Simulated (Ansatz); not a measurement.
`[F][SnH3]` + H₂S → `[SH][SnH3]` + H–F at 600 K and 1 bar (ligand exchange at the Sn–F bond).

Computed with Ansatz on PBE0-D4/def2-TZVP structures; ΔE is electronic, products minus reactants. CBS: MP2 limit from def2 TZ/QZ plus the TZ coupled-cluster correction, frozen cores. This one scheme is used for every species. Elements past krypton have def2 core potentials. For Sn outer-core shells are correlated without core-valence functions, which leaves a few kJ/mol of doubt a bond.

```
     species  CCSD(T)/CBS energy (Eh)  H − E (kJ/mol)  S (J/(mol·K))
 `[F][SnH3]`               -315.62493            91.4          313.0
         H₂S               -398.97279            60.8          230.9
`[SH][SnH3]`               -614.20548           117.8          361.0
         H–F               -100.39570            42.3          194.0
```

H − E and S are ideal-gas, rigid-rotor, harmonic terms from PBE0-D4/def2-TZVP. 1 Eh = 2625.50 kJ/mol, R = 8.31446 J/(mol·K).

By hand: ΔE, ΔH, ΔS and ΔG.

ΔE = (-614.20548) + (-100.39570) − (-315.62493) − (-398.97279) = -0.00346 Eh = -9.1 kJ/mol. Δ(H − E) = 117.8 + 42.3 − 91.4 − 60.8 = 7.9, so ΔH = -1.2 kJ/mol. ΔS = 361.0 + 194.0 − 313.0 − 230.9 = 11.1 J/(mol·K). ΔG = -1.2 − 600 × (11.1)/1000 = -7.9 kJ/mol.

By hand: the equilibrium constant, and the temperature at which ΔG would vanish if ΔH and ΔS stayed fixed.

log₁₀ K = −ΔG/(RT ln 10) = 0.7. ΔH and −TΔS have one sign here, so there is no such temperature.

TΔS isn't small against ΔH here. A doubt of 5 kJ/mol in ΔE shifts log₁₀ K by 0.4 here. These are equilibria of isolated gas molecules and say nothing of rates. Largest T1 diagnostic: 0.014 (customary marks: 0.02 for closed shells, 0.045 for open ones).
